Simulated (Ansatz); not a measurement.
ClF$_{4}$HMoO (`[OH][Mo]([F])([F])([F])([F])[Cl]`) at its PBE0-D4/def2-TZVP geometry, where that method's forces vanish. The species carries charge 0 and has multiplicity 1. Mo: def2 effective core potential.

| atom | x (Å) | y (Å) | z (Å) |
| --- | --- | --- | --- |
| O1 | -0.1203 | -1.0549 | 1.1163 |
| Mo2 | -0.0283 | 0.1326 | -0.2674 |
| F3 | 0.8905 | 1.1833 | 0.9573 |
| F4 | 0.2573 | 1.5435 | -1.3954 |
| F5 | 1.5493 | -0.5588 | -0.8928 |
| F6 | -1.6076 | 0.9436 | 0.1868 |
| Cl7 | -1.1450 | -1.1648 | -1.7273 |
| H8 | 0.2041 | -1.0244 | 2.0224 |

(1) For each bond, give half the difference of the two atoms' forces along it (eV/Å; positive pushes the atoms apart) under PBE-D4, r2SCAN-D4, B3LYP-D4, ωB97M-V in def2-TZVPP. (Estimate.)

## Answers

(1) Computed: 
| bond | length (Å) | PBE-D4 | r2SCAN-D4 | B3LYP-D4 | ωB97M-V |
| --- | --- | --- | --- | --- | --- |
| O1–Mo2 | 1.826 | 0.46 | 0.35 | 0.28 | -0.10 |
| O1–H8 | 0.963 | 0.07 | -0.15 | -0.15 | 0.02 |
| Mo2–F3 | 1.857 | 0.53 | 0.15 | 0.24 | -0.13 |
| Mo2–F4 | 1.829 | 0.38 | 0.08 | 0.20 | -0.05 |
| Mo2–F5 | 1.832 | 0.42 | 0.16 | 0.22 | -0.07 |
| Mo2–F6 | 1.832 | 0.42 | 0.16 | 0.22 | -0.07 |
| Mo2–Cl7 | 2.250 | 0.14 | 0.15 | 0.19 | 0.08 |

B3LYP here is the variant with VWN-RPA as its local correlation; programs differ in this.
